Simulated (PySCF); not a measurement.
Vertical excitations of a molecule CH₈ClNSi₂ from TDDFT-ωB97X/def2-SVPD in PySCF 2.14.0, as energy in eV (oscillator strength): 6.90 (0.012), 7.93 (0.009), 8.12 (0.098), 8.25 (0.076), 8.34 (0.030), 8.40 (0.014), 8.45 (0.022), 8.61 (0.025), 8.73 (0.011), 8.78 (0.001). Lowest triplet (TDA): 6.59 eV. Geometry: PBE-D3(BJ)/def2-SVP. One conformer was computed; it need not be the lowest.

Identify the compound among the candidates.
A) C[Si@@H](Cl)[SiH2]N
B) [SiH3]CN[SiH2]Cl
C) C[Si@@H](Cl)N[SiH3]
D) N[C@H]([SiH3])[SiH2]Cl

C, C[Si@@H](Cl)N[SiH3]
